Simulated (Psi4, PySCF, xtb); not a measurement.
Intermolecular potential of H3B ··· HF (SMILES B and F). Monomers: optimised at B3LYP-D3(BJ) (def2-TZVP), held rigid. Orientation: lowest of the rigid-body minima from ten starts at GFN2-xTB. The monomers approach along the line of their centres of mass (distance R); nothing else relaxes. The table gives interaction energies.

| R / Å | A | B | C |
|---|---|---|---|
| 2.49 | 75.68 | 48.22 | 2.40 |
| 2.65 | 50.53 | 32.46 | -0.05 |
| 2.86 | 31.21 | 20.87 | -1.06 |
| 3.06 | 20.82 | 14.63 | -1.09 |
| 3.33 | 13.08 | 9.74 | -0.79 |
| 3.67 | 8.20 | 6.29 | -0.46 |
| 4.12 | 5.03 | 3.85 | -0.26 |
| 4.81 | 2.62 | 2.06 | -0.12 |
| 5.83 | 1.13 | 0.93 | -0.02 |
| 7.18 | 0.45 | 0.38 | 0.01 |

Energies in kJ/mol.

Problem. Assign the columns to these levels of theory: GFN1-xTB in xtb; Psi4 with PBE/def2-TZVP, counterpoise-corrected; restricted Hartree-Fock/6-31G*, spherical d, no counterpoise correction (PySCF).

Solution. A is RHF/6-31G*; B is PBE/def2-TZVP; C is GFN1-xTB.
